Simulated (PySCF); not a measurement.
Species: C2H5NO3Si.
Bonds: C1–O2, O2–Si3, Si3–O4, Si3–O5, Si3–C6, C6–N7 (triple). Hydrogens: H8, H9, H10 on C1; H11 on O4; H12 on O5.

Method: PySCF 2.14.0, PBE0-D3(BJ)/def2-SVP geometry optimisation, gas phase; density fitting, grid level 1; the optimiser is geomeTRIC in internal coordinates, started from a GFN2-xTB structure with every atom displaced at random (about 0.01 Å).

Step 2: E = -17643.4237 eV
```
atom  x, y, z in Å  |  force x, y, z in eV/Å
C1      1.9227    0.0669    0.1035    0.045   0.008  -0.037
O2      0.7743   -0.7425    0.1768   -0.024  -0.028   0.067
Si3    -0.7729   -0.2299    0.1884    0.037   0.081  -0.078
O4     -0.9982    0.8662    1.3778    0.030   0.008   0.064
O5     -1.7971   -1.4925    0.3394   -0.015  -0.054   0.020
C6     -1.0906    0.6166   -1.4417   -0.042  -0.016  -0.007
N7     -1.2888    1.1382   -2.4582    0.030   0.005   0.020
H8      2.8100   -0.5768    0.1950   -0.027   0.006  -0.002
H9      1.9435    0.8105    0.9171    0.001  -0.006  -0.001
H10     1.9797    0.5996   -0.8617   -0.002  -0.001   0.003
H11    -1.8679    1.2328    1.5557   -0.022  -0.020  -0.041
H12    -1.5760   -2.3181   -0.1019   -0.011   0.019  -0.009
```

Step 3: E = -17643.4264 eV
```
atom  x, y, z in Å  |  force x, y, z in eV/Å
C1      1.9261    0.0644    0.0951   -0.065   0.037  -0.041
O2      0.7745   -0.7391    0.1999    0.001   0.031   0.039
Si3    -0.7719   -0.2235    0.1984    0.013  -0.059  -0.044
O4     -1.0166    0.8624    1.3929   -0.001   0.044   0.052
O5     -1.7933   -1.4915    0.3421   -0.014   0.031   0.033
C6     -1.0840    0.6240   -1.4307    0.000  -0.024   0.043
N7     -1.2691    1.1515   -2.4460    0.007   0.031  -0.043
H8      2.8084   -0.5791    0.2002    0.056  -0.047   0.008
H9      1.9545    0.8314    0.8867    0.005  -0.008  -0.007
H10     1.9788    0.5674   -0.8863   -0.004   0.001   0.011
H11    -1.8979    1.2137    1.5458   -0.001  -0.003  -0.015
H12    -1.5709   -2.3107   -0.1080    0.003  -0.035  -0.037
```

Step 4: E = -17643.4280 eV
```
atom  x, y, z in Å  |  force x, y, z in eV/Å
C1      1.9267    0.0632    0.0840   -0.089   0.025  -0.031
O2      0.7748   -0.7346    0.2289    0.018   0.053   0.022
Si3    -0.7722   -0.2214    0.2134   -0.006  -0.107  -0.008
O4     -1.0380    0.8582    1.4107   -0.029   0.033   0.014
O5     -1.7917   -1.4938    0.3444    0.004   0.057   0.030
C6     -1.0700    0.6305   -1.4156    0.018  -0.011   0.040
N7     -1.2360    1.1658   -2.4301   -0.003   0.027  -0.048
H8      2.8089   -0.5781    0.2019    0.056  -0.046   0.008
H9      1.9646    0.8563    0.8489    0.009  -0.006  -0.006
H10     1.9686    0.5322   -0.9144   -0.001   0.004   0.010
H11    -1.9287    1.1982    1.5367    0.019   0.008   0.007
H12    -1.5686   -2.3055   -0.1187    0.003  -0.036  -0.037
```

Problem. Estimate the geometry and energy of step 5. (The exact step hangs on the optimiser's Hessian estimate; all steps are aligned on step 4, rigid shifts and turns removed.)

Solution. E = -17643.4291 eV, largest force 0.074 eV/Å
```
atom  x, y, z in Å  |  force x, y, z in eV/Å
C1      1.9248    0.0634    0.0725   -0.048  -0.007  -0.013
O2      0.7753   -0.7284    0.2600    0.018   0.044   0.014
Si3    -0.7735   -0.2228    0.2302   -0.019  -0.070   0.015
O4     -1.0606    0.8537    1.4275   -0.033  -0.005  -0.029
O5     -1.7909   -1.4987    0.3471    0.021   0.038   0.018
C6     -1.0518    0.6346   -1.3997    0.019   0.004   0.014
N7     -1.1962    1.1776   -2.4138   -0.007   0.008  -0.023
H8      2.8089   -0.5761    0.1979    0.024  -0.017  -0.001
H9      1.9759    0.8800    0.8112    0.006  -0.004   0.000
H10     1.9519    0.5009   -0.9404   -0.001   0.005   0.004
H11    -1.9566    1.1883    1.5301    0.022   0.015   0.021
H12    -1.5687   -2.3017   -0.1325   -0.005  -0.012  -0.021
```

The energy changes by -0.0011 eV. The first-order estimate −F·Δx gives -0.0018 eV and the mean of the old and new forces, exact on a quadratic surface, -0.0012 eV. The step makes an angle of 85° with the force vector and moves no atom by more than 0.046 Å.

The cost below is that of the whole optimisation. Time: 96 s; peak memory 0.50 GiB. Hardware: Arm Neoverse V1, one thread, on a shared host.
